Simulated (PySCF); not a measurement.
A calculated (PBE, PySCF 2.14, x2c-SVPall, the spin-free X2C one-electron Hamiltonian (Gaussian nucleus)) atom or ion has these occupied shells.

```json
{"shell": "1s α", "electrons": "1", "orbital energy (eV)": "-5881.6", "rms radius, mean of both spins (bohr)": "0.0735"}
{"shell": "1s β", "electrons": "1", "orbital energy (eV)": "-5881.6", "rms radius, mean of both spins (bohr)": "0.0735"}
{"shell": "2s α", "electrons": "1", "orbital energy (eV)": "-672.99", "rms radius, mean of both spins (bohr)": "0.318"}
{"shell": "2s β", "electrons": "1", "orbital energy (eV)": "-671.46", "rms radius, mean of both spins (bohr)": "0.318"}
{"shell": "2p α", "electrons": "3", "orbital energy (eV)": "-566.65", "rms radius, mean of both spins (bohr)": "0.288"}
{"shell": "2p β", "electrons": "3", "orbital energy (eV)": "-565.46", "rms radius, mean of both spins (bohr)": "0.288"}
{"shell": "3s α", "electrons": "1", "orbital energy (eV)": "-82.022", "rms radius, mean of both spins (bohr)": "0.970"}
{"shell": "3s β", "electrons": "1", "orbital energy (eV)": "-77.537", "rms radius, mean of both spins (bohr)": "0.970"}
{"shell": "3p α", "electrons": "3", "orbital energy (eV)": "-53.566", "rms radius, mean of both spins (bohr)": "1.05"}
{"shell": "3p β", "electrons": "3", "orbital energy (eV)": "-49.120", "rms radius, mean of both spins (bohr)": "1.05"}
{"shell": "3d α", "electrons": "5", "orbital energy (eV)": "-10.877", "rms radius, mean of both spins (bohr)": "1.61"}
```

Q: Name the element and its charge.

A: Cr⁺ (chromium, charge +1), in [Ar] 3d5, high-spin 6S determinant.
